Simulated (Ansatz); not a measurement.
`[NH2][Y]([Cl])[Cl]`. Total charge 0; spin multiplicity 1. Y takes the def2 core potential. Geometry: relaxed with PBE0-D4/def2-TZVP. It is one conformer, not always the lowest.

```xyz
6

N     0.641   -1.009   -0.209
Y    -0.469    0.738    0.156
Cl   -2.904    0.452    0.403
Cl    0.812    2.839    0.280
H     0.276   -1.950   -0.292
H     1.644   -1.071   -0.338
```

What is the dipole moment at PBE/def2-TZVPP? (Estimate.)

Computed: 2.73 D, with components (1.45, -2.27, -0.46) D in this frame, pointing from negative to positive charge.

And with r2SCAN, B3LYP, ωB97M-V? (Best estimate.)

Computed: r2SCAN 2.75 D, B3LYP 2.70 D, ωB97M-V 2.64 D.

Give the Mulliken charges with PBE, B3LYP, r2SCAN in def2-TZVPP. (Best estimate.)

The calculation gave: 
```
atom    PBE  B3LYP  r2SCAN
  N1  -0.49  -0.52   -0.56
  Y2   0.89   0.97    0.99
 Cl3  -0.33  -0.35   -0.35
 Cl4  -0.33  -0.35   -0.35
  H5   0.13   0.12    0.14
  H6   0.13   0.12    0.14
```

B3LYP here is the variant with VWN-RPA as its local correlation; programs differ in this.
